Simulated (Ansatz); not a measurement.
`C#C[SiH2]CO`, relaxed with RKS PBE-D4/def2-SVP in the Gaussian-basis code of Ansatz from a rough embedded geometry. The force threshold is 0.03 eV/Å; the program also tests the step.

The species carries charge 0 and has multiplicity 1.

Start:

```xyz
11

C    -2.395   -0.327    1.144
C    -1.305   -0.006    0.957
Si    0.461    0.542    0.699
C     1.097    0.165   -1.046
O     1.057   -1.293   -1.396
H    -3.451   -0.698    1.256
H     0.537    2.080    0.851
H     1.343    0.006    1.717
H     0.459    0.672   -1.753
H     2.100    0.439   -1.103
H     0.097   -1.581   -1.325
```

```tsv
step	energy (eV)	largest force (eV/Å)	largest move (Å)
1	-13113.6762	7.155	0.000
2	-13114.3206	1.757	0.110
3	-13114.3808	0.521	0.107
4	-13114.3935	0.231	0.146
5	-13114.3972	0.119	0.036
6	-13114.3983	0.161	0.029
7	-13114.3998	0.022	0.025
```

End:

```xyz
11

C    -2.321   -0.450    0.983
C    -1.185    0.017    0.920
Si    0.536    0.652    0.715
C     1.034    0.128   -1.056
O     0.815   -1.265   -1.236
H    -3.325   -0.850    1.058
H     0.550    2.143    0.922
H     1.408   -0.016    1.738
H     0.495    0.758   -1.808
H     2.117    0.317   -1.213
H    -0.124   -1.434   -1.022
```

Hardware: 4 threads of a server CPU on a shared host. Wall time 8.5 s, peak host memory 0.16 GiB.
